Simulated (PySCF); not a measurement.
**Basis-set dependence of population analyses: `O=C[SiH2]O[SiH2]O`**

Compound: CH₆O₃Si₂.
Structure used (PBE0-D3(BJ)/def2-SVP), in Å, numbered top down from 1:
```xyz
12
CH6O3Si2 angstrom
O     -1.1373    1.2492    1.5108
C     -1.7031    0.2187    1.2156
Si    -0.8873   -1.2185    0.2102
O      0.5444   -0.7232   -0.4191
Si     1.7278    0.4491   -0.2517
O      1.6508    1.1198    1.2498
H     -2.7706    0.0815    1.5462
H     -0.7371   -2.3614    1.1588
H     -1.8498   -1.5874   -0.8668
H      1.4875    1.4361   -1.3428
H      3.0528   -0.2018   -0.3895
H      0.7572    1.4303    1.4787
```

PBE0 throughout (PySCF), one geometry, spherical d and f functions. One conformer (not necessarily the lowest) at the PBE0-D3(BJ)/def2-SVP geometry, without solvent, vibrations or thermal averaging. The first 7 of 10 kinds of atom are listed.

Mulliken charges (e):

```json
{"basis": "STO-3G", "functions": "44", "O1": "-0.190", "C2": "-0.071", "Si3": "+0.707", "O4": "-0.537", "Si5": "+0.817", "O6": "-0.458", "H7": "+0.054"}
{"basis": "6-31G", "functions": "74", "O1": "-0.384", "C2": "-0.070", "Si3": "+0.982", "O4": "-0.955", "Si5": "+1.144", "O6": "-0.831", "H7": "+0.162"}
{"basis": "pcSseg-0", "functions": "74", "O1": "-0.455", "C2": "-0.229", "Si3": "+1.117", "O4": "-1.033", "Si5": "+1.236", "O6": "-0.871", "H7": "+0.228"}
{"basis": "6-31G*", "functions": "104", "O1": "-0.369", "C2": "+0.016", "Si3": "+0.676", "O4": "-0.675", "Si5": "+0.852", "O6": "-0.763", "H7": "+0.150"}
{"basis": "cc-pVDZ", "functions": "122", "O1": "-0.220", "C2": "+0.038", "Si3": "+0.503", "O4": "-0.515", "Si5": "+0.624", "O6": "-0.367", "H7": "+0.038"}
{"basis": "def2-SVP", "functions": "122", "O1": "-0.248", "C2": "-0.019", "Si3": "+0.650", "O4": "-0.588", "Si5": "+0.767", "O6": "-0.424", "H7": "+0.054"}
{"basis": "aug-cc-pVDZ", "functions": "200", "O1": "-0.408", "C2": "+0.406", "Si3": "+0.241", "O4": "-1.032", "Si5": "+0.470", "O6": "-0.704", "H7": "-0.330"}
{"basis": "6-311+G(2d,p)", "functions": "214", "O1": "-0.357", "C2": "-0.093", "Si3": "+0.908", "O4": "-0.997", "Si5": "+1.076", "O6": "-0.747", "H7": "+0.119"}
{"basis": "def2-TZVP", "functions": "234", "O1": "-0.307", "C2": "+0.065", "Si3": "+0.349", "O4": "-0.395", "Si5": "+0.490", "O6": "-0.525", "H7": "+0.100"}
{"basis": "cc-pVTZ", "functions": "272", "O1": "-0.265", "C2": "+0.062", "Si3": "+0.344", "O4": "-0.342", "Si5": "+0.450", "O6": "-0.381", "H7": "+0.071"}
{"basis": "IGLO-III", "functions": "288", "O1": "-0.377", "C2": "+0.033", "Si3": "+0.911", "O4": "-0.657", "Si5": "+1.104", "O6": "-0.667", "H7": "+0.074"}
{"basis": "pcSseg-2", "functions": "314", "O1": "-0.381", "C2": "+0.093", "Si3": "+0.847", "O4": "-0.723", "Si5": "+0.998", "O6": "-0.540", "H7": "+0.043"}
```

IAO charges (e):

| basis | functions | O1 | C2 | Si3 | O4 | Si5 | O6 | H7 |
| --- | --- | --- | --- | --- | --- | --- | --- | --- |
| STO-3G | 44 | -0.195 | -0.148 | +0.840 | -0.705 | +0.995 | -0.594 | +0.091 |
| 6-31G | 74 | -0.328 | -0.028 | +0.813 | -0.804 | +1.026 | -0.758 | +0.128 |
| pcSseg-0 | 74 | -0.315 | -0.041 | +0.823 | -0.807 | +1.046 | -0.742 | +0.124 |
| 6-31G* | 104 | -0.353 | -0.002 | +0.940 | -0.860 | +1.165 | -0.786 | +0.107 |
| cc-pVDZ | 122 | -0.347 | +0.001 | +0.926 | -0.855 | +1.154 | -0.783 | +0.106 |
| def2-SVP | 122 | -0.346 | -0.002 | +0.942 | -0.855 | +1.169 | -0.781 | +0.105 |
| aug-cc-pVDZ | 200 | -0.363 | +0.008 | +0.929 | -0.863 | +1.163 | -0.805 | +0.112 |
| 6-311+G(2d,p) | 214 | -0.366 | +0.001 | +0.964 | -0.880 | +1.198 | -0.814 | +0.113 |
| def2-TZVP | 234 | -0.365 | 0.000 | +0.976 | -0.885 | +1.212 | -0.815 | +0.111 |
| cc-pVTZ | 272 | -0.362 | +0.001 | +0.961 | -0.878 | +1.198 | -0.810 | +0.111 |
| IGLO-III | 288 | -0.366 | -0.001 | +0.974 | -0.884 | +1.208 | -0.818 | +0.112 |
| pcSseg-2 | 314 | -0.365 | -0.001 | +0.973 | -0.884 | +1.210 | -0.816 | +0.112 |

Problem. Which scheme is steadiest as the basis changes?

Solution. Largest range over the bases for any column: IAO 0.22 e, Mulliken 0.88 e. IAO charges move least and Mulliken charges most, counted in e. Without the minimal STO-3G basis the ranges are IAO 0.19, Mulliken 0.88 e.

Problem. How much do the charges still move between the two largest bases, IGLO-III and pcSseg-2?

Solution. At most, over all atoms: Mulliken 0.127 e, IAO 0.002 e.

Problem. What do the same runs give for the total energy, the frontier levels and the dipole moment?

Solution. 
```json
{"basis": "STO-3G", "energy (Eh)": "-835.5677", "HOMO (eV)": "-3.64", "LUMO (eV)": "2.00", "μ (D)": "1.86"}
{"basis": "6-31G", "energy (Eh)": "-845.7005", "HOMO (eV)": "-7.62", "LUMO (eV)": "-2.09", "μ (D)": "3.61"}
{"basis": "pcSseg-0", "energy (Eh)": "-844.5923", "HOMO (eV)": "-7.75", "LUMO (eV)": "-2.23", "μ (D)": "3.62"}
{"basis": "6-31G*", "energy (Eh)": "-845.8887", "HOMO (eV)": "-7.44", "LUMO (eV)": "-1.83", "μ (D)": "3.00"}
{"basis": "cc-pVDZ", "energy (Eh)": "-845.9351", "HOMO (eV)": "-7.41", "LUMO (eV)": "-1.87", "μ (D)": "2.83"}
{"basis": "def2-SVP", "energy (Eh)": "-845.5514", "HOMO (eV)": "-7.54", "LUMO (eV)": "-2.00", "μ (D)": "2.94"}
{"basis": "aug-cc-pVDZ", "energy (Eh)": "-845.9631", "HOMO (eV)": "-7.59", "LUMO (eV)": "-2.16", "μ (D)": "2.96"}
{"basis": "6-311+G(2d,p)", "energy (Eh)": "-846.0519", "HOMO (eV)": "-7.66", "LUMO (eV)": "-2.22", "μ (D)": "3.02"}
{"basis": "def2-TZVP", "energy (Eh)": "-846.0866", "HOMO (eV)": "-7.61", "LUMO (eV)": "-2.15", "μ (D)": "2.96"}
{"basis": "cc-pVTZ", "energy (Eh)": "-846.0733", "HOMO (eV)": "-7.57", "LUMO (eV)": "-2.08", "μ (D)": "2.90"}
{"basis": "IGLO-III", "energy (Eh)": "-846.0896", "HOMO (eV)": "-7.62", "LUMO (eV)": "-2.18", "μ (D)": "2.96"}
{"basis": "pcSseg-2", "energy (Eh)": "-846.0986", "HOMO (eV)": "-7.66", "LUMO (eV)": "-2.20", "μ (D)": "3.02"}
```

The dipole is fixed by the density alone, so its range of 1.76 D shows that the density itself changes with the basis, not only its division among atoms.
